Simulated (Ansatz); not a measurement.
Reaction (ligand exchange at the Si–N bond): `N[Si](N)(O)Br` + H–F → `N[Si](O)(F)Br` + NH₃

Program: Ansatz. Geometries: PBE0-D4/def2-TZVP. ΔE: electronic, gas phase. CCSD(T)/CBS is the MP2 limit (def2-TZVPP, def2-QZVPP) plus CCSD(T) − MP2 in def2-TZVPP, frozen cores. This one scheme is used for every species. Functionals use def2-TZVPP. B3LYP here is the variant with VWN-RPA as its local correlation; programs differ in this. HSE06 is defined as in plane-wave codes. For Br outer-core shells are correlated without core-valence functions, which leaves a few kJ/mol of doubt a bond. Scalar relativity is left out up to krypton. Each species was taken in one conformer, which may not be the lowest.

(1) Is it downhill or uphill in electronic energy at CCSD(T)/CBS, and by how much? (Best estimate.)

(2) What do these levels give: PBE0-D4, B3LYP-D4, HSE06-D4, CAM-B3LYP-D4, B2PLYP, PBE, LC-ωPBE, RPA@PBE/def2-TZVPP, MP2/def2-SVP, CCSD(T)/def2-SVP, MP2/def2-TZVPP, SCS-MP2/def2-TZVPP? (Estimate.)

Largest T1 diagnostic among the species: 0.009.

Answers

(1) Computed: Downhill: ΔE = -73.9 kJ/mol.

(2) Ansatz gave: PBE0-D4 -70.8, B3LYP-D4 -76.6, HSE06-D4 -70.7, CAM-B3LYP-D4 -78.9, B2PLYP -80.4, PBE -75.8, LC-ωPBE -75.1, RPA@PBE/def2-TZVPP -78.3, MP2/def2-SVP -73.7, CCSD(T)/def2-SVP -76.5, MP2/def2-TZVPP -71.7, SCS-MP2/def2-TZVPP -76.6 kJ/mol.

The D4 term adds +6.9 kJ/mol with B3LYP and +3.8 kJ/mol with PBE0; it sums over pairs of atoms, weighted by their polarisabilities, and B3LYP, whose exchange is more repulsive, gets the larger term. In def2-TZVPP, CCSD(T) changes the Hartree–Fock value by +13.2 kJ/mol (the triples alone add +1.8 kJ/mol) and MP2 by +17.1 kJ/mol.
